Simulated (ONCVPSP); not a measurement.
# Before and after: ONCV potential for Nd (Z = 60)

| Item | Value |
| --- | --- |
| Element | Nd |
| Generator | ONCVPSP 4.0.1 |
| Type | optimised norm-conserving Vanderbilt (ONCV) |
| Functional | LDA (Perdew-Wang 92) |
| Relativity | scalar-relativistic |
| Frozen core | [Kr] 4d10 4f3 |
| Valence charge | 11 |
| Reference configuration | 5s2 5p6 5d1 6s2 |
| Partial waves | 5s+6s: rc 2.25 bohr, ncon 3, nbas 7, qcut 6.9 1/bohr, 3 projectors, debl 2.8 Ha; 5p: rc 2.05 bohr, ncon 4, nbas 8, qcut 7 1/bohr, 1 projector; 5d: rc 3.40 bohr, ncon 4, nbas 9, qcut 4.8 1/bohr, 2 projectors, debl 2.9 Ha |
| Local potential | polynomial inside 1.50 bohr (lpopt 5, dvloc0 -1 Ha) |
| Core correction | none |

All-electron outer shells of the reference configuration (LDA (PZ), scalar-relativistic, ld1.x):

```
shell  level (eV)  outermost node (bohr)  outermost maximum (bohr)
   5s      -43.83                   0.72                      1.31
   5p      -24.75                   0.77                      1.46
   4f       -7.12                      –                      0.65
   6s       -4.01                   1.73                      3.55
   5d       -3.06                   0.87                      2.10
```

Change: s: qcut 5.9; p: qcut 6; d: qcut 4.1.

Cutoffs: the cutoffs (Ha) at which the residual kinetic energy of the hardest occupied pseudo-wave falls to 1 and 0.1 mHa per electron; they do not see the model core or the augmentation charge, which bear on the density cutoff. Errors are all-electron minus pseudo energies relative to the spin-unpolarised reference configuration.

Question: Predict the effect on cutoff, ghosts and configuration errors.

Answer: The potential gets softer (15 Ha and 19 Ha → 13 Ha and 16 Ha); of the 4 tests that both files solve, the error grows in 1 and shrinks in 2 by more than 15 % and 0.3 meV (median size 1.0 → 1.0 meV); the range in which the s phases agree narrows (upper end at the end of the scan → 3.8); the range in which the d phases agree narrows (upper end at the end of the scan → 0.7); neither file shows a bound ghost.

```csv
quantity,base,changed
"cutoff, loose",15 Ha,13 Ha
"cutoff, tight",19 Ha,16 Ha
loose cutoff by channel,"s 14 Ha, p 15 Ha, d 6.5 Ha","s 11 Ha, p 13 Ha, d 5.8 Ha"
bound ghosts,none,none
GHOST(+) flags under 300 eV,s at 87.8 eV,"d at 56.0 eV, s at 104.9 eV"
"error for 5s2 5p6 5d1 6s1, meV [ΔE 6.46 eV]",-0.9,-1.1
"error for 5s2 5p6 5d1 6s0, meV [ΔE 18.16 eV]",+0.6,-0.9
"error for 5s2 5p6 5d0 6s0, meV [ΔE 37.83 eV]",-31,-15
"error for 5s2 5p6 5d1.5 6s1.5, meV [ΔE 0.53 eV]",-1.0,-0.2
s: phases at 2.28 bohr within 0.05 rad from the reference energy up to (Ha; the scan ends near 5),to the end of the scan,3.8
p: phases at 2.09 bohr within 0.05 rad from the reference energy up to (Ha; the scan ends near 5),0.6,0.5
d: phases at 3.45 bohr within 0.05 rad from the reference energy up to (Ha; the scan ends near 5),to the end of the scan,0.7
```
